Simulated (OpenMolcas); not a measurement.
**Os⁴⁺: from RASSCF to RASPT2**

```json
{
  "Program": "OpenMolcas",
  "Basis": "ANO-RCC-VTZP [8s7p5d3f2g1h]",
  "Scalar Hamiltonian": "DKH2, point nucleus",
  "Active space": "10 electrons in 8 orbitals (RAS1 5p, at most 2 holes; RAS2 5d)",
  "State averaging": "2S+1 = 5 even, 5 roots; 2S+1 = 3 even, 45 roots; 2S+1 = 1 even, 50 roots",
  "Spin-orbit coupling": "state interaction with AMFI integrals over the reference wave functions, term energies averaged over their components"
}
```

Methods on the same reference wave functions:
A. RASSCF
B. SS-RASPT2, IPEA 0.25 Eh, imaginary shift 0.1 Eh (closed shells correlated: 5s)
C. MS-RASPT2, IPEA 0.25 Eh, imaginary shift 0.1 Eh (closed shells correlated: 5s)

Energies in eV above 5d⁴ ⁵D₀, the measured ground level; measured values from the list in Palmeri et al., Atoms 14, 22 (2026).

```csv
Level,A,B,C,Measured
5d⁴ ⁵D₀ [64 %],0.0000,0.0000,0.0000,0.0000
5d⁴ ⁵D₁,0.5122,0.556,0.549,0.5345
5d⁴ ⁵D₂,0.9882,1.044,1.032,1.0022
5d⁴ ⁵D₃,1.3805,1.424,1.410,1.3661
5d⁴ ⁵D₄ [69 %],1.6767,1.680,1.667,1.6076
5d⁴ ³P₀(1) [51 %],2.4830,2.412,2.396,
5d⁴ ³H₄ [56 %],2.8969,2.673,2.661,2.5260
5d⁴ ³G₃ [58 %],3.3972,3.148,3.145,2.9685
5d⁴ ³P₁(1),3.4101,3.270,3.231,3.0599
5d⁴ ³F₂(1) [67 %],3.4671,3.225,3.217,
5d⁴ ³H₅,3.5934,3.322,3.304,3.1422
5d⁴ ³H₆ [74 %],3.9183,3.603,3.585,3.4305
5d⁴ ³G₅,5.1114,4.833,4.815,4.5893
5d⁴ ³D₁,5.3383,5.045,5.038,4.7778
5d⁴ ¹I₆ [74 %],5.5022,5.083,5.066,4.8705
5d⁴ ¹S₀(1) [75 %],5.9678,5.822,5.769,
5d⁴ ¹F₃ [64 %],6.5937,6.079,6.066,5.7713
5d⁴ ³P₂(2) [67 %],6.9968,6.508,6.545,
5d⁴ ³F₄(2) [54 %],7.3457,6.910,6.962,
5d⁴ ³F₂(2) [60 %],7.7033,7.245,7.199,
5d⁴ ³F₃(2),7.7870,7.296,7.280,6.9272
5d⁴ ³P₁(2),7.8595,7.369,7.352,6.9416
5d⁴ ³P₀(2),8.2552,7.772,7.760,
5d⁴ ¹G₄(2),8.4149,7.811,7.792,
```

Deviations, from unrounded energies. A percentage is the sum of absolute deviations over the sum of measured energies, with the sign that they share, or ± where signs differ.

```csv
Against measurement,Levels,A,B,C
mean absolute deviation (cm-1),15,3500,1600,1400
fine structure of the ground term (%),4,±2.7,+4.3,+3.3
other terms of the ground configuration (%),11,+13.1,+5.5,+5.2
```

C lies closest to measurement on these levels and A furthest from it. The largest miss of C in the table is 5d⁴ ³P₁(2), by +3300 cm-1. The ranking rests on the paired levels alone, and a cruder setting can come out closer through cancelling errors.

Between B and C the level of the table that moves most is 5d⁴ ¹S₀(1) [75 %], by 430 cm-1 (lowest in C, highest in B). Moves below CASPT2's spread within the term are not significant.

The mean deviations of B to C differ by less than CASPT2's widest spread within a term (1300 cm-1), so their order carries little weight.

From A to B the spin-free energies of the other terms of 5d⁴ shown, above ⁵D, scale by factors of 0.84 to 0.95, as is usual when dynamic correlation screens the repulsion within a d or f shell.

The lowest spin-free term lies below A's lowest term by 0.246 hartree in B, 0.246 hartree in C.

CASPT2 breaks the degeneracy within a term, and the mean is taken; among the terms shown or strongly mixed into the levels shown the widest spread is 1300 cm-1 (5d⁴ ¹I, C). Active for correlation alone: 5p; no level in the range computed is led by a configuration that opens it, so any true level of that kind is missing. Without dynamic correlation excited terms often stand tens of per cent too high (terms of higher spin than the ground term too low), and those without a measured partner can miss by more than the paired ones (holds for A). The CASPT2 spread within a term exceeds the gap to the next term for 5d⁴ ¹I and 5d⁴ ³D, so the order of their levels is uncertain (holds for C). Measured partners are found by configuration, term and J. A level has none where our copy of the source lacks it or the pairing is in doubt (some pairs that miss far off the trend of their configuration count as doubtful), and it then counts in no deviation. Levels of configurations outside the active space are missing. The table leaves out levels that lie high or whose names do not pair safely across all columns.

A share in square brackets marks a mixed level and gives the weight of the term that names it, the lowest over the columns. A number in round brackets counts repeated terms of one configuration in the order of the reference energies.
